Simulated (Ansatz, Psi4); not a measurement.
**Heat of formation of BH3O3 (SMILES OB(O)O) from total energies**

BH3O3 has 7 atoms, charge 0, and is taken as a singlet. As SMILES, `OB(O)O`. The shape is that of a PBE0-D4/def2-TZVP optimisation.

Total energies at TPSSh/def2-SVPD (Psi4 1.11); the atoms run unrestricted:

| species | state | energy (Eh) |
| --- | --- | --- |
| BH3O3 | singlet | -252.323472 |
| O | triplet | -75.012534 |
| B | doublet | -24.637791 |
| H | doublet | -0.499260 |

Harmonic wavenumbers at PBE0-D4/def2-TZVP, in cm⁻¹: 428, 428, 442, 535, 535, 679, 886, 1019, 1019, 1019, 1480, 1480, 3903, 3903, 3904.

Measured heats of formation of the gaseous atoms at 298.15 K, in kJ/mol: O 249.2, B 570.3, H 218.0. Spin-orbit lowering of the atoms at 298 K (mean of the ground term's levels less their thermal mean, from spectra), in kJ/mol: O 0.40, B 0.00. Take 1 Eh = 2625.50 kJ/mol, 1 cm⁻¹ = 0.0119627 kJ/mol, RT = 2.479 kJ/mol.

Task: What heat of formation follows?

Result: 
1. Electronic atomisation energy: 3 × (-75.012534) + (-24.637791) + 3 × (-0.499260) − (-252.323472) = 1.150299 Eh = 3020.1 kJ/mol.
2. Zero-point energy: half the sum of the wavenumbers, 10830 cm⁻¹ = 129.6 kJ/mol.
3. Thermal vibrational enthalpy, Σ hcν̃/(exp(hcν̃/kT) − 1): 4.0 kJ/mol. Translation, rotation and pV of a non-linear molecule: 4 RT = 9.9 kJ/mol.
4. The 7 free atoms carry 5/2 RT each: 43.4 kJ/mol.
5. Spin-orbit coupling lowers the free atoms by 3 × 0.40 + 0.00 = 1.2 kJ/mol.
6. Atomisation enthalpy at 298 K: 3020.1 − 1.2 − 129.6 − 4.0 − 9.9 + 43.4 = 2918.8 kJ/mol.
7. Sum of the atoms' heats of formation: 1971.9 kJ/mol. Heat of formation: 1971.9 − 2918.8 = -946.9 kJ/mol.

The tabulated value is -992.3 kJ/mol (NIST-JANAF tables; in doubt: it rests on an older heat of the boron atom), so this level is off by +45.4 kJ/mol, or 1.5 % of the atomisation enthalpy that the table implies (2964.3 kJ/mol). Anharmonicity and any spin-orbit splitting of the molecule are left out.
